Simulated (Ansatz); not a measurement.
A nudged elastic band was laid between two geometries of Cl2FH2HfN + H3Si (11 atoms, charge 0, multiplicity 2).

Level of theory: UKS PBE/def2-SVP (Ansatz).

```yaml
movable_images: 5
climbing_image: yes
spring: 5.0 eV/Å²
optimiser: quadratic models (default)
start_path: through a guess of the saddle point
force_threshold: 0.05 eV/Å
iteration_limit: 60
end_points: relaxed
```

Image 0:

```xyz
11
Properties=species:S:1:pos:R:3
Hf -0.026 -0.007 -0.364
Cl 0.144 -0.055 2.001
F 1.678 -0.067 -1.226
Cl -1.324 1.860 -1.027
N -0.972 -1.679 -0.963
H -1.920 -1.965 -0.688
H -0.589 -2.390 -1.598
Si 0.008 0.011 5.863
H -0.760 -1.176 6.382
H 1.450 -0.051 6.290
H -0.632 1.301 6.303
```

Image 6:

```xyz
11
Properties=species:S:1:pos:R:3
Hf -0.426 -0.478 0.516
Cl -1.160 -0.934 3.420
F 1.245 -1.058 1.289
Cl -1.772 1.482 0.773
N -0.607 -1.293 -1.320
H -1.328 -1.061 -2.014
H 0.013 -2.005 -1.725
Si 0.081 0.119 4.791
H -0.143 -0.496 6.138
H 1.495 -0.051 4.333
H -0.340 1.555 4.772
```

Question: What changes between the two ends?

Answer: Bonds formed: Cl2–Si8. Cl2FH2HfN + H3Si becomes Cl2FH5HfNSi.

Question: Give the energies along the band, and the barrier.

Answer: It converged. The highest image is number 4 of 0 to 6, 0.55 eV above the first end and 0.07 eV above the last; the last end lies 0.48 eV above the first. A structure lower than the first end lies on the path between it and the top, so the climb from that side starts below the end, which may itself be a saddle point or a shallow side well. A vibrational analysis at the climbing image gives one clearly imaginary mode, 138i cm⁻¹, and a faint second one (23i cm⁻¹) that may be numerical noise or a soft torsion: probably a first-order saddle point.

```
image  path coordinate (Å)  energy (eV)  Cl2–Si8 (Å)
    0                 0.00         0.00         3.86
    1                 1.48         0.00         3.89
    2                 2.96        -0.01         3.96
    3                 4.45        -0.02         3.67
    4                 5.93         0.55         2.33
    5                 6.83         0.49         2.14
    6                 7.73         0.48         2.13
```

Question: What is the geometry of the highest image?

Answer: 
```xyz
11
Properties=species:S:1:pos:R:3
Hf -0.258 -0.383 0.445
Cl -0.541 -0.996 2.983
F 1.651 -0.591 0.562
Cl -1.584 1.594 0.634
N -0.865 -1.472 -1.145
H -1.786 -1.438 -1.597
H -0.295 -2.176 -1.630
Si 0.091 0.146 4.917
H -0.480 -0.571 6.103
H 1.589 0.138 4.926
H -0.464 1.529 4.774
```

Run time: 9 min on 4 threads of Intel(R) Xeon(R) Platinum 8259CL CPU @ 2.50GHz (Skylake/Cascade Lake), on a shared host, peak memory 0.34 GiB.
